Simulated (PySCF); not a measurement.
Gas-phase reaction: 3 InCl3 + 2 C = 3 InCl + 2 CCl3

Energies from PySCF, thermal terms from the rigid-rotor harmonic-oscillator model, ideal gas at 1 bar. † marks an energy on the PBE0/def2-TZVP geometry and frequencies; other levels use their own. MP2 and CCSD(T) freeze the core. Open shells (unrestricted): C (multiplicity 3, electronic degeneracy 9), CCl3 (multiplicity 2); the rest are closed-shell singlets. Spin-orbit splitting is ignored; it lowers the true energy and changes the entropy of C. In: scalar-relativistic def2 core potential, no spin-orbit coupling. MP2 isn't extrapolated to the basis-set limit; its ΔH°(298 K) is -281.8 kJ in def2-SVP and -399.3 kJ in def2-TZVPP. CCSD(T) isn't extrapolated to the basis-set limit; its ΔH°(298 K) is -299.2 kJ in def2-SVP and -347.2 kJ in def2-TZVPP. The harmonic model lacks anharmonicity and excited electronic states, which grow with temperature; levels with a mode under 35 cm⁻¹ are left out. Soft modes under 120 cm⁻¹ make the harmonic entropy rough for InCl3.

```
level                ΔE electronic, kJ  ΔH°(298 K), kJ  ΔS°(298 K), J/K  ΔG°(2000 K), kJ
-------------------  -----------------  --------------  ---------------  ---------------
BLYP/def2-TZVP†                   -576            -568                9             -535
CCSD(T)/def2-SVP†                 -308            -299                9             -267
CCSD(T)/def2-TZVPP†               -356            -347                9             -315
M06-2X/def2-TZVP†                 -375            -366                9             -334
MP2/def2-TZVPP†                   -408            -399                9             -367
PBE0/def2-SVP†                    -510            -502                9             -469
PBE0/def2-TZVP                    -503            -495                9             -462
r2SCAN/def2-TZVP†                 -464            -455                9             -423
ωB97M-V/def2-TZVP†                -408            -400                9             -367
```
ΔH° is lowest at BLYP/def2-TZVP† and highest at CCSD(T)/def2-SVP†. No reference value is set beside these.
